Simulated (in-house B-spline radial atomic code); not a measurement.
As⁵⁺. Computed with a B-spline radial atomic code. Model: all-electron spherical atom, spin shells full or empty, radial basis limit, no spin-orbit coupling: exact exchange with a local potential (Slater, KLI or optimised effective potential, whose far tail is KLI's), no correlation.

Exchange potential has not reached -1/r at the last radius.

The run also made RPA and GW results, which its time includes.

The Slater potential averages the orbital exchange potentials with the orbital densities as weights, KLI adds orbital constants, and the optimised effective potential minimises the exact-exchange energy among local potentials. So their energies lie above Hartree-Fock in the order OEP, KLI, Slater. All fall off as −1/r, unlike LDA and GGA exchange.

Command:
```bash
python run_gw.py task.json out
```
Settings (lengths in bohr, energies in hartree):
```
Z                      33
electrons              28
configuration          [Ar] 3d10
hamiltonian            nr
method                 oep
lmax                   9
spin_polarised         False
box_radius             10.43
intervals              70
```

Run time, properties included: 4.1 s on 1 thread of Arm Neoverse N1, with other jobs on the host.

Given: hamiltonian non-relativistic; mean-field start exchange-only OEP.

Computed: energy above Hartree-Fock 6.4872 millihartree; virial ratio -E/T less 1 0.

```json
{"radius (bohr)": "0.00152", "r times exchange potential (hartree bohr)": "-0.040928"}
{"radius (bohr)": "0.00185", "r times exchange potential (hartree bohr)": "?"}
{"radius (bohr)": "0.00227", "r times exchange potential (hartree bohr)": "-0.06099"}
{"radius (bohr)": "0.00277", "r times exchange potential (hartree bohr)": "-0.074287"}
{"radius (bohr)": "0.00339", "r times exchange potential (hartree bohr)": "-0.090652"}
{"radius (bohr)": "0.00415", "r times exchange potential (hartree bohr)": "-0.11052"}
{"radius (bohr)": "0.00507", "r times exchange potential (hartree bohr)": "-0.13421"}
{"radius (bohr)": "0.0062", "r times exchange potential (hartree bohr)": "-0.16269"}
{"radius (bohr)": "0.00759", "r times exchange potential (hartree bohr)": "?"}
{"radius (bohr)": "0.00928", "r times exchange potential (hartree bohr)": "-0.23624"}
{"radius (bohr)": "0.0113", "r times exchange potential (hartree bohr)": "-0.28077"}
{"radius (bohr)": "0.0139", "r times exchange potential (hartree bohr)": "-0.33337"}
{"radius (bohr)": "0.017", "r times exchange potential (hartree bohr)": "-0.38888"}
{"radius (bohr)": "0.0208", "r times exchange potential (hartree bohr)": "-0.44615"}
{"radius (bohr)": "0.0254", "r times exchange potential (hartree bohr)": "-0.50003"}
{"radius (bohr)": "0.0311", "r times exchange potential (hartree bohr)": "-0.54466"}
{"radius (bohr)": "0.038", "r times exchange potential (hartree bohr)": "-0.56889"}
{"radius (bohr)": "0.0465", "r times exchange potential (hartree bohr)": "-0.56164"}
{"radius (bohr)": "0.0568", "r times exchange potential (hartree bohr)": "-0.52648"}
{"radius (bohr)": "0.0695", "r times exchange potential (hartree bohr)": "-0.51912"}
{"radius (bohr)": "0.085", "r times exchange potential (hartree bohr)": "-0.61397"}
{"radius (bohr)": "0.104", "r times exchange potential (hartree bohr)": "-0.77009"}
{"radius (bohr)": "0.127", "r times exchange potential (hartree bohr)": "-0.90743"}
{"radius (bohr)": "0.155", "r times exchange potential (hartree bohr)": "-0.99894"}
{"radius (bohr)": "0.19", "r times exchange potential (hartree bohr)": "-1.0226"}
{"radius (bohr)": "0.233", "r times exchange potential (hartree bohr)": "-0.94472"}
{"radius (bohr)": "0.284", "r times exchange potential (hartree bohr)": "-0.86102"}
{"radius (bohr)": "0.348", "r times exchange potential (hartree bohr)": "-1.0495"}
{"radius (bohr)": "0.425", "r times exchange potential (hartree bohr)": "-1.3337"}
{"radius (bohr)": "0.52", "r times exchange potential (hartree bohr)": "-1.5347"}
{"radius (bohr)": "0.636", "r times exchange potential (hartree bohr)": "-1.638"}
{"radius (bohr)": "0.778", "r times exchange potential (hartree bohr)": "-1.6276"}
{"radius (bohr)": "0.952", "r times exchange potential (hartree bohr)": "-1.5201"}
{"radius (bohr)": "1.16", "r times exchange potential (hartree bohr)": "-1.373"}
{"radius (bohr)": "1.42", "r times exchange potential (hartree bohr)": "-1.2362"}
{"radius (bohr)": "1.74", "r times exchange potential (hartree bohr)": "-1.1417"}
{"radius (bohr)": "2.13", "r times exchange potential (hartree bohr)": "-1.0848"}
```

(1) What belongs in the row 0.00185?

(2) What belongs in the row 0.00759?

| occupied | level (hartree) | Hartree-Fock level (hartree) |
| --- | --- | --- |
| 1s | -427.19 | -435.11 |
| 2s | -56.215 | -58.781 |
| 2p | -50.556 | -52.635 |
| 3s | -9.8593 | -10.463 |
| 3p | ? | ? |
| 3d | -4.5587 | -4.5585 |

(3) What belongs in the row 3p?

```json
{"empty": "4s", "level (hartree)": "-2.9675"}
{"empty": "4p", "level (hartree)": "-2.4793"}
{"empty": "4d", "level (hartree)": "?"}
{"empty": "5s", "level (hartree)": "-1.4733"}
{"empty": "5p", "level (hartree)": "-1.2903"}
```

(4) What belongs in the row 4d?

## Answers

(1) r times exchange potential (hartree bohr): -0.049771.

(2) r times exchange potential (hartree bohr): -0.19667.

(3) level (hartree): -7.9361; Hartree-Fock level (hartree): -8.3241.

(4) level (hartree): -1.7348.

The highest level, 3d, differs from Hartree-Fock by -0.0067 eV and the deepest, 1s, by +216 eV: a local potential can match the highest level but can't give each shell its own exchange.
